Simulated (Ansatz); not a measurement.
A run on CH2B2F2O (`FB1COB1F`) with other settings.

```yaml
crystal:
  periodic: [false, false, false]
  atoms:
    - {symbol: F, position_ang: [-1.847369, -0.661720, 1.113717]}
    - {symbol: B, position_ang: [-0.841027, -0.166691, 0.443552]}
    - {symbol: C, position_ang: [0.586293, -0.754808, 0.075853]}
    - {symbol: O, position_ang: [0.934005, 0.488253, -0.640109]}
    - {symbol: B, position_ang: [-0.229794, 1.174650, -0.434111]}
    - {symbol: F, position_ang: [-0.434263, 2.388716, -0.892040]}
    - {symbol: H, position_ang: [0.628558, -1.602547, -0.613309]}
    - {symbol: H, position_ang: [1.295797, -0.922954, 0.890546]}
basis:
  gaussian: {orbitals: def2-SVP}
hamiltonian: {xc: {name: wB97X}}
output: {forces: true}
```

```sh
$ ansatz run in.yaml --threads 2 --pin off --events-out ev --progress --plain --max-ram 4352MiB
```

It prints (some lines left out):

```
Functional definition: wB97X
918 factors; integrals over basis functions are off by at most 9.6e-4 eV
228 factors; integrals over basis functions are off by at most 5.4e-6 eV
mean field evaluation 1: about -9891.8568 eV, gradient 4.6e1 eV
mean field evaluation 2: about -9891.9882 eV, gradient 4.9e1 eV
mean field evaluation 4: about -9895.7555 eV, gradient 2.4e0 eV
mean field evaluation 8: about -9895.9108 eV, gradient 2.0e-1 eV
mean field evaluation 16: about -9895.9109 eV, gradient 1.4e-4 eV
mean field -9895.91092496 eV, -363.6680188030 hartree, gradient 4.0e-5 eV, S^2 0.000000; 0 other end points of the search recorded, 0 dependent functions left out
reference -9895.91089885 eV, -363.6680178433 hartree; 22, 22 occupied and 72, 72 virtual orbitals, 918 factors
Total energy: -9895.91089885 eV, -363.6680178433 hartree
Atom 0 at    -1.847369    -0.661720     1.113717 Å, force    -0.318018    -0.181003     0.223461 eV/Å
Atom 1 at    -0.841027    -0.166691     0.443552 Å, force     0.072695     0.181956    -0.116777 eV/Å
Atom 2 at     0.586293    -0.754808     0.075853 Å, force     0.085813     0.371761    -0.204690 eV/Å
Atom 3 at     0.934005     0.488253    -0.640109 Å, force    -0.123730    -0.103694     0.100760 eV/Å
Atom 4 at    -0.229794     1.174650    -0.434111 Å, force     0.188046    -0.246629     0.029872 eV/Å
Atom 5 at    -0.434263     2.388716    -0.892040 Å, force    -0.074756     0.312598    -0.108510 eV/Å
Atom 6 at     0.628558    -1.602547    -0.613309 Å, force    -0.003571    -0.257349    -0.161052 eV/Å
Atom 7 at     1.295797    -0.922954     0.890546 Å, force     0.173522    -0.077642     0.236936 eV/Å
Dipole moment:     0.012060    -0.391031     0.171370 e Å
```

Run time 2.9 s (2 threads of an Intel Xeon Platinum 8488C on a shared host); peak host memory 0.39 GiB.
